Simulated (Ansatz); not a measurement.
Consider the substitution at a C–O bond: `C=COB(O)O` + `[SiH3]N[SiH2]Cl` → `C=CN([SiH3])[SiH2]Cl` + `OB(O)O`.

Calculated with Ansatz (gas phase, PBE0-D4/def2-TZVP geometries, no zero-point term in ΔE). CCSD(T)/CBS adds triple-zeta CCSD(T) − MP2 to the extrapolated MP2 energy (def2 sets, frozen cores). This one scheme is used for every species. DFT in def2-TZVPP. B3LYP here is the variant with VWN-RPA as its local correlation; programs differ in this. One conformer a species, not always the lowest.

| level | ΔE (eV) |
| --- | --- |
| PBE-D4 | -0.11 |
| B3LYP-D4 | -0.07 |
| ωB97X-V | -0.06 |
| r2SCAN | -0.05 |
| PBE0 | -0.04 |
| CCSD(T)/def2-TZVPP | -0.11 |
| MP2/CBS(def2) | -0.19 |
| CCSD/CBS(def2) | -0.08 |

Task: What does CCSD(T)/CBS give? (Estimate.)

Result: The calculation gave: -0.11 eV. The listed levels differ from it by 0.00, 0.04, 0.05, 0.06, 0.07, 0.00, -0.08, 0.03 eV.

Largest T1 diagnostic among the species: 0.012.

In def2-TZVPP, CCSD(T) changes the Hartree–Fock value by −0.25 eV (the triples alone add −0.04 eV) and MP2 by −0.32 eV. The D4 term adds −0.13 eV with B3LYP and −0.07 eV with PBE0; it sums over pairs of atoms, weighted by their polarisabilities, and B3LYP, whose exchange is more repulsive, gets the larger term.
